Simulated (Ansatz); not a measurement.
Ga₉Sb₁₀H₂₆⁺, a nanocrystal cut from wurtzite GaSb (hydrogen-capped). Total charge 1; singlet. Geometry r2SCAN-D4/def2-SVP, basis def2-TZVP, Ansatz.

| run | HOMO (eV) | LUMO (eV) |
| --- | --- | --- |
| A | -8.98 | -4.78 |
| B | -8.29 | -5.25 |
| C | -9.15 | -4.60 |
| D | -8.52 | -5.14 |

In the def2 sets Sb takes a core potential; there is no spin–orbit coupling. B3LYP takes the VWN-RPA correlation. Single mean-field runs in def2-TZVP are fitted with def2-universal-jkfit.

Q: The runs used B3LYP, PBE, PBE0, r2SCAN. Estimate which is which.

A: A B3LYP (20 % exact exchange); B PBE (0 % exact exchange); C PBE0 (25 % exact exchange); D r2SCAN (0 % exact exchange). Exact exchange lowers occupied and raises empty levels; among semilocal functionals meta-GGAs tend to open the gap a little, and such runs are hard to tell apart. The gap grows from 3.04 eV (PBE) to 4.55 eV (PBE0).
